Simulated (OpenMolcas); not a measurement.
# Mn4+: moving the ligands

Mn4+ with 4 ligands (sulfide) in tetrahedral coordination (Td) at 2.17 Å. A charge of +1 e stands 2.8 Å behind each ligand. Ligand basis ANO-RCC-VDZP.

```json
{"Program": "OpenMolcas 26.06", "Method": "CASSCF", "Basis": "ANO-RCC-VTZP [6s5p3d2f1g]", "Scalar Hamiltonian": "DKH2, point nucleus", "Active space": "3 electrons in 5 orbitals (3d)", "State averaging": "2S+1 = 4 even, 10 roots; 2S+1 = 2 even, 40 roots", "Spin-orbit coupling": "RASSI with atomic mean-field integrals over the reference wave functions"}
```

Runs around this geometry, states (labels of Td). Energies in cm-1 above the lowest state or level, χT in cm3 K/mol; under a threefold ground state the first gap can be a small split of the lowest multiplet, not the spin-orbit step.

| R (Å) | Ground state | First state of that spin | First gap with spin-orbit (degeneracies) | χT at 300 K | First state of another spin |
| --- | --- | --- | --- | --- | --- |
| 2.14 | 4T1 | 4T2 7448 | 27.8 (4, 2) | 1.477 | 2E 11548 |
| 2.17 | 4T1 | 4T2 7225 | 28.2 (4, 2) | 1.464 | 2E 11982 |
| 2.21 | 4T1 | 4T2 6953 | 28.8 (4, 2) | 1.450 | 2E 12550 |

Taking the first state of the same spin as R^-n, n = -ln(6953 / 7448) / ln(2.21 / 2.14) = 2.1 between the shortest and longest distance.

An orbital triplet at a regular site is open to Jahn-Teller coupling, which can distort the site and quench the lowest spin-orbit gaps and is left out. Without dynamic correlation the repulsion within the d shell is too large (B by tens of per cent), so at a given field states of lower spin stand too high. The sulfide ions are held by bare point charges, a crude embedding. Ligand-to-metal charge-transfer states are missing. This ion would oxidise such ligands; the complex is a model and need not exist. With no ligand orbital active B as a rule stays too high, so bands that hang on it stand too high and its fall with covalency is understated. With metal d orbitals alone and no dynamic correlation the field as a rule comes out too small, by tens of per cent, by up to half for chloride and softer ligands. The least metal-like active orbital is 73 % on the metal (Löwdin) and no ligand orbital is active, so the numbers are rough (holds for R = 2.14). The least metal-like active orbital is 74 % on the metal (Löwdin) and no ligand orbital is active, so the numbers are rough (holds for R = 2.17). The least metal-like active orbital is 75 % on the metal (Löwdin) and no ligand orbital is active, so the numbers are rough (holds for R = 2.21). No measured value stands beside these numbers; the geometry was imposed, not optimised, and the real ion may take another.
